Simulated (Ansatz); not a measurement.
F2Si (SMILES F[Si]F, charge +1) moved off its minimum; all values from Ansatz (an electronic-structure program), cores frozen in correlated methods. Open shells are unrestricted.
(charge 1, multiplicity 2)
```xyz
3

F     -1.3227    -0.4267     0.0760
Si    -0.0872     0.4447    -0.0379
F      1.3621    -0.2767    -0.0277
```

| level | largest force (eV/Å) | on atom | rms difference from CCSD(T)/cc-pV(T+d)Z (eV/Å) | dipole (D) |
|---|---|---|---|---|
| HF/def2-TZVPP | 4.38 | F3 | 0.785 | - |
| PBE/def2-TZVPP | 3.27 | Si2 | 0.535 | - |
| r2SCAN/def2-TZVPP | 3.40 | Si2 | 0.090 | - |
| B3LYP/def2-TZVPP | 3.32 | Si2 | 0.189 | - |
| wB97M-V/def2-TZVPP | 3.38 | Si2 | 0.141 | - |
| MP2/cc-pV(T+d)Z | 3.55 | Si2 | 0.037 | - |
| CCSD(T)/cc-pV(T+d)Z | 3.48 | Si2 | 0.000 | - |

The differences count from one level among others, with limits of its own. Forces at CCSD(T)/cc-pV(T+d)Z (eV/Å):

```csv
atom,Fx,Fy,Fz
F1,-0.673,-0.377,0.054
Si2,3.326,-1.026,-0.029
F3,-2.653,1.404,-0.025
```
